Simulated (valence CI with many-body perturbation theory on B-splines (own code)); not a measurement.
Ga²⁵⁺: one-electron terms

Calculated by configuration interaction combined with many-body perturbation theory (CI+MBPT): four valence electrons over a frozen Dirac-Fock core [He], a basis of 11 s, 11 p, 9 d, 7 f, 5 g, 2 h, 1 i functions for each j, with the one-electron correlation potential Σ1, the two-electron term Σ2, the three-electron term Σ3, Breit, model QED; selected CI, second order for the rest (own B-spline code, finite nucleus).

No measured levels were compared; by estimate levels of excited configurations hold to 0.05 to 0.15 % of their energy, terms of the ground configuration to about 0.5 %. Among the levels kept, up to 270 cm⁻¹ of a level comes from second order outside the variational space, and about a tenth of that is noise between levels of different J, which matters for small intervals.

These are the spectroscopic orbitals of the CI (the correlating ones are not listed), shaped by the core and the other valence electrons. h is the expectation value of the core's Dirac-Fock operator, without the valence repulsion; Σ1 is computed up to l = 3 at one energy for each symmetry, that of its lowest orbital but kept below the first core excitation, so for empty shells it is not the orbital's own correlation shift; Breit and QED include the response of the core.

```
Orbital  h (hartree)  Σ1 (cm⁻¹)  Breit (cm⁻¹)  QED (cm⁻¹)  ⟨r⟩ (bohr)
  2s1/2      -109.63      -1195          7202        6495      0.2043
  3s1/2       -47.99       -279          1972        1831      0.4763
  4s1/2       -26.75       -106           783         737      0.8668
  5s1/2      -17.028      -52.1           391         370       1.371
  2p1/2       -107.4      -2733         14020        -337      0.1741
  3p1/2      -47.331       -586          3762       -98.3      0.4518
  4p1/2      -26.475       -221          1508       -40.2      0.8469
  5p1/2      -16.888       -108           755       -20.3       1.356
  2p3/2       -106.1      -2516          6026         239      0.1771
  3p3/2       -46.95       -540          1583        61.2      0.4559
  4p3/2      -26.315       -204           654        24.4      0.8523
  5p3/2      -16.806       -100           327        12.2       1.363
  3d3/2      -46.623       -229           115       -22.2      0.3915
  4d3/2      -26.176      -96.5          62.4        -8.6      0.7923
  5d3/2      -16.735      -49.5          33.9        -4.2       1.307
  3d5/2      -46.507       -222          36.3        28.9      0.3929
  4d5/2      -26.128      -93.7          19.5        12.7      0.7940
  5d5/2       -16.71      -48.0          10.3         6.6       1.309
  4f5/2      -26.058      -18.3           0.6        -5.4      0.6887
  5f5/2      -16.678      -10.3           0.5        -2.7       1.206
  4f7/2      -26.035      -18.1           0.1         4.4      0.6896
  5f7/2      -16.666      -10.2           0.1         2.3       1.207
  5g7/2      -16.655                      0.0        -1.6       1.056
  5g9/2      -16.648                      0.0         1.3       1.057
```

Among the shells of the start configuration 2s2 2p2, Σ1 is largest in size for 2p1/2, where it is 0.012 % of h.

Lowest root of each symmetry, sizes in configuration state functions:

| J | Parity | Roots | Reference | Variational | Second order | Change by selected CI (cm⁻¹) | Change by second order (cm⁻¹) |
| --- | --- | --- | --- | --- | --- | --- | --- |
| 0 | even | 12 | 38 | 23069 | 72331 | -16671 | -1 |
| 1 | even | 19 | 83 | 39999 | 228887 | -16151 | -24 |
| 2 | even | 20 | 93 | 39994 | 356387 | -17315 | -66 |
| 3 | even | 11 | 63 | 39994 | 373964 | -20374 | -159 |
| 4 | even | 5 | 31 | 39998 | 323280 | -14891 | -10 |
| 5 | even | 2 | 11 | 21834 | 162290 | -16212 | -12 |
| 0 | odd | 8 | 37 | 19525 | 64721 | -20269 | -2 |
| 1 | odd | 20 | 94 | 39995 | 224596 | -19552 | -19 |
| 2 | odd | 20 | 100 | 40000 | 383900 | -10250 | -54 |
| 3 | odd | 11 | 70 | 39999 | 427548 | -18308 | -59 |
| 4 | odd | 4 | 36 | 37299 | 244584 | -22365 | -18 |
